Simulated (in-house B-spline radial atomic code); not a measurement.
**Ionising Al5+ with different functionals**

Computed with a B-spline radial code for spherical atoms: non-relativistic Hamiltonian, point nucleus, spin-polarised at highest spin, spherical fractional occupations for the functionals, and exact exchange of hybrids averaged over the configuration. The ionisation energy is the difference of two self-consistent energies, [He] 2s2 2p4 → [He] 2s2 2p3, without Breit or QED terms; ε is the level of the shell that loses the electron (its least bound occupied spin orbital).

```json
{"method": "PBE0", "rung": "global hybrid", "ΔSCF (eV)": "190.05", "-ε(2p) (eV)": "176.99"}
{"method": "B3LYP", "rung": "global hybrid", "ΔSCF (eV)": "190.45", "-ε(2p) (eV)": "176.28"}
{"method": "TPSSh", "rung": "global hybrid", "ΔSCF (eV)": "189.58", "-ε(2p) (eV)": "173.86"}
{"method": "M06-2X", "rung": "global hybrid", "ΔSCF (eV)": "190.94", "-ε(2p) (eV)": "182.93"}
{"method": "BHandHLYP", "rung": "global hybrid", "ΔSCF (eV)": "190.30", "-ε(2p) (eV)": "182.14"}
{"method": "r2SCAN0", "rung": "global hybrid", "ΔSCF (eV)": "189.05", "-ε(2p) (eV)": "176.70"}
{"method": "B97-1", "rung": "global hybrid", "ΔSCF (eV)": "190.11", "-ε(2p) (eV)": "176.22"}
{"method": "HSE06", "rung": "range-separated hybrid", "ΔSCF (eV)": "190.13", "-ε(2p) (eV)": "176.66"}
{"method": "wB97X", "rung": "range-separated hybrid", "ΔSCF (eV)": "189.76", "-ε(2p) (eV)": "178.84"}
{"method": "CAM-B3LYP", "rung": "range-separated hybrid", "ΔSCF (eV)": "190.32", "-ε(2p) (eV)": "178.23"}
{"method": "LC-wPBE", "rung": "range-separated hybrid", "ΔSCF (eV)": "190.19", "-ε(2p) (eV)": "178.02"}
```

(1) Among the functionals, which spreads more, the ΔSCF values or the orbital energies?

(2) How do they compare with the NIST value?

Answers

(1) The orbital energies: ΔSCF values span about 1.88 eV and the orbital energies 9.07 eV; here energy differences depend much less on the functional than eigenvalues do.

(2) NIST lists 190.49 eV ± 0.05 (semi-empirical, ground level to ground level). Errors run from -1.44 to +0.45 eV; B3LYP is closest (-0.04 eV), but part of that can be cancellation, since the calculations leave out relativity, Breit-QED terms, multiplet and fine-structure energies.
